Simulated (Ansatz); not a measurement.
The same redistribution along the group Ti, Zr, Hf.

Gas-phase electronic energies from Ansatz, PBE0-D4/def2-TZVP geometries. CCSD(T)/CBS adds triple-zeta CCSD(T) − MP2 to the extrapolated MP2 energy (def2 sets, frozen cores). DFT in def2-TZVPP. def2 core potentials past Kr. For Br, Hf, Ti, Zr outer-core shells are correlated without core-valence functions, which leaves a few kJ/mol of doubt a bond. Scalar relativity is left out up to krypton. One conformer a species, not always the lowest.

| reaction | LDA (SPW92) (kJ/mol) | CCSD/CBS(def2) (kJ/mol) | PBE0-D4 (kJ/mol) | revPBE-D4 (kJ/mol) | CCSD(T)/CBS(def2) (kJ/mol) |
| --- | --- | --- | --- | --- | --- |
| `[SH][Ti]([Cl])([Cl])[Cl]` + `[Cl][Al]([Br])[Br]` → `[Cl][Ti]([Cl])([Cl])[Br]` + `[SH][Al]([Cl])[Br]` | -18 | -13 | -15 | -16 | -14 |
| `[SH][Zr]([Cl])([Cl])[Cl]` + `[Cl][Al]([Br])[Br]` → `[Cl][Zr]([Cl])([Cl])[Br]` + `[SH][Al]([Cl])[Br]` | -27 | -26 | -26 | -25 | -26 |
| `[SH][Hf]([Cl])([Cl])[Cl]` + `[Cl][Al]([Br])[Br]` → `[Cl][Hf]([Cl])([Cl])[Br]` + `[SH][Al]([Cl])[Br]` | -27 | -26 | -26 | -26 | -26 |

Largest T1 diagnostic: 0.026, for `[SH][Ti]([Cl])([Cl])[Cl]`, so its coupled-cluster energy is less sure.
